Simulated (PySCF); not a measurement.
# Exact mass, isotope pattern and composition

Species: `C[Si@@H](O[SiH3])P[SiH3]`.

All values are calculated from tables of isotopes.

Molar mass and exact mass?

For CH11OPSi3, with standard atomic weights, 1 × 12.011 + 3 × 28.085 + 1 × 15.999 + 1 × 30.974 + 11 × 1.008 = 154.327 g/mol. From the most abundant isotopes (12C, 28Si, 16O, 31P, 1H), 1 × 12.000000 + 3 × 27.976927 + 1 × 15.994915 + 1 × 30.973762 + 11 × 1.007825 = 153.9855 u.

Give the isotope pattern of the molecular ion M+•, merging species of the same nominal mass.

```csv
nominal mass,m/z (centroid),relative intensity
154,153.9850,100.0
155,154.9849,16.5
156,155.9822,11.2
157,156.9821,1.2
158,157.9795,0.4
```

Lines under 0.1 % of the tallest are left out. One electron mass, 0.00055 u, is taken off.

Elemental analysis, calculated?

C 7.78 %, Si 54.60 %, O 10.37 %, P 20.07 %, H 7.18 %.

List the species in which a single atom is changed from its most abundant isotope.

Intensity in % of the monoisotopic species:

```
isotope  mass shift (u)       m/z  intensity (%)
   29Si        +0.99957  154.9846          15.23
    13C        +1.00335  154.9883           1.08
    17O        +1.00422  154.9892           0.04
     2H        +1.00628  154.9913           0.13
   30Si        +1.99684  155.9818          10.04
    18O        +2.00425  155.9892           0.21
```

Species under 0.02 % are left out.

Protons, neutrons, electrons, and exact less nominal mass of the monoisotopic species?

82 protons, 72 neutrons and 82 electrons; 153.9855 − 154 = -0.0145 u.

What share of all molecules is the monoisotopic species?

0.9893 × 0.922297^3 × 0.99757 × 1 × 0.999885^11 = 77.33 %.
